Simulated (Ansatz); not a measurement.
`CS[SiH](Cl)Cl` + `[OH][GeH3]` → `Cl[SiH](Cl)[O][GeH3]` + CH₃SH at 500 K and 1 bar (ligand exchange at the Si–S bond).

Isolated molecules relaxed with PBE0-D4/def2-TZVP in Ansatz; ΔE leaves out vibrations. CCSD(T)/CBS adds triple-zeta CCSD(T) − MP2 to the extrapolated MP2 energy (def2 sets, frozen cores). This one scheme is used for every species. For Ge outer-core shells are correlated without core-valence functions, which leaves a few kJ/mol of doubt a bond. Scalar relativity is left out up to krypton. One conformer a species, not always the lowest.

```
               species  CCSD(T)/CBS energy (Eh)  H − E (kJ/mol)  S (J/(mol·K))
       `CS[SiH](Cl)Cl`              -1647.00366           183.9          436.4
          `[OH][GeH3]`              -2153.69723           124.0          309.0
`Cl[SiH](Cl)[O][GeH3]`              -3362.49847           158.1          472.7
                 CH₃SH               -438.22835           145.1          283.7
```

H − E and S are ideal-gas, rigid-rotor, harmonic terms from PBE0-D4/def2-TZVP, for one conformer and one mirror image of each species. 1 Eh = 2625.50 kJ/mol, R = 8.31446 J/(mol·K).

Problem. By hand: ΔE, ΔH, ΔS and ΔG.

Solution. ΔE = (-3362.49847) + (-438.22835) − (-1647.00366) − (-2153.69723) = -0.02593 Eh = -68.1 kJ/mol. Δ(H − E) = 158.1 + 145.1 − 183.9 − 124.0 = -4.7, so ΔH = -72.8 kJ/mol. ΔS = 472.7 + 283.7 − 436.4 − 309.0 = 11.0 J/(mol·K). ΔG = -72.8 − 500 × (11.0)/1000 = -78.3 kJ/mol.

Problem. By hand: the equilibrium constant, and the temperature at which ΔG would vanish if ΔH and ΔS stayed fixed.

Solution. log₁₀ K = −ΔG/(RT ln 10) = 8.2. ΔH and −TΔS have one sign here, so there is no such temperature.

The number of gas molecules stays the same, so ΔS is small and ΔH decides. A doubt of 5 kJ/mol in ΔE shifts log₁₀ K by 0.5 here. Other conformers and mirror images would add mixing entropy, several J/(mol·K) or more a flexible species. Modes under 60 cm⁻¹, often nearly free rotors, make the harmonic entropy too high. These are equilibria of isolated gas molecules and say nothing of rates. Largest T1 diagnostic: 0.011 (customary marks: 0.02 for closed shells, 0.045 for open ones).

ΔS is within the doubt of such terms, so its sign, and with it that verdict, could turn.
